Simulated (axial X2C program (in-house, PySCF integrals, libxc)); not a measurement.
# Spin–orbit effects down a group: molecules with Br (ions), CCSD(T)

All values come from calculations with an in-house relativistic program for diatomic molecules, spin-free (one-electron X2C) or two-component (2c: spin–orbit coupling with atomic mean-field Coulomb and Gaunt terms, which also bring small scalar terms), in Dyall basis sets with cores contracted in-house; open shells are unrestricted.

Basis sets: Be dyall-cv3z, Br dyall-cv3z, Ca dyall-cv3z, Mg dyall-cv3z, Sr dyall-cv3z. Frozen shells (counts by l): BeBr⁺ Br 3s2p1d, Be 1s, 8 electrons correlated; MgBr⁺ Br 3s2p1d, Mg 2s1p, 8 electrons correlated; CaBr⁺ Br 3s2p1d, Ca 3s2p, 8 electrons correlated; SrBr⁺ Sr 4s3p1d, Br 3s2p1d, 8 electrons correlated. Coupled cluster in natural virtuals with an MP2 remainder. Where the outer core of a metal is frozen, bonds come out longer and ionisation energies lower.

```csv
molecule,spin-free state,Re (Å),ωe (cm⁻¹),De (eV),2c state,Re 2c (Å),ωe 2c (cm⁻¹),De 2c (eV)
BeBr⁺,"M_S = 0, Λ = 0",1.871,864.6,3.99,Ω = 0,1.872,862.6,3.85
MgBr⁺,"M_S = 0, Λ = 0",2.260,450.7,2.77,Ω = 0,2.261,449.5,2.63
CaBr⁺,"M_S = 0, Λ = 0",2.533,336.2,3.63,Ω = 0,2.534,335.9,3.49
SrBr⁺,"M_S = 0, Λ = 0",2.677,254.0,3.74,Ω = 0,2.678,253.8,3.60
```

**Question.** Work out the shifts from the spin-free to the two-component result.

**Answer.** 

```json
{"molecule": "BeBr⁺", "2c state": "Ω = 0", "ΔRe (Å)": "0.001", "Δωe (cm⁻¹)": "-2.0", "ΔDe (eV)": "-0.14"}
{"molecule": "MgBr⁺", "2c state": "Ω = 0", "ΔRe (Å)": "0.001", "Δωe (cm⁻¹)": "-1.2", "ΔDe (eV)": "-0.14"}
{"molecule": "CaBr⁺", "2c state": "Ω = 0", "ΔRe (Å)": "0.001", "Δωe (cm⁻¹)": "-0.3", "ΔDe (eV)": "-0.14"}
{"molecule": "SrBr⁺", "2c state": "Ω = 0", "ΔRe (Å)": "0.001", "Δωe (cm⁻¹)": "-0.2", "ΔDe (eV)": "-0.14"}
```

Shifts of one unit in the last digit are rounding.

Fragments in 2c: Br + Be+, Br + Mg+, Br + Ca+, Sr+ + Br. Each entry is the lowest single determinant of a limited PBE0 search at one distance. De goes to single-determinant-based atoms at the same level (for ions the charge split of lowest energy) and is withheld (n/a) where an atom does not fit its ground term or J level. Main or longest-lived isotopes.
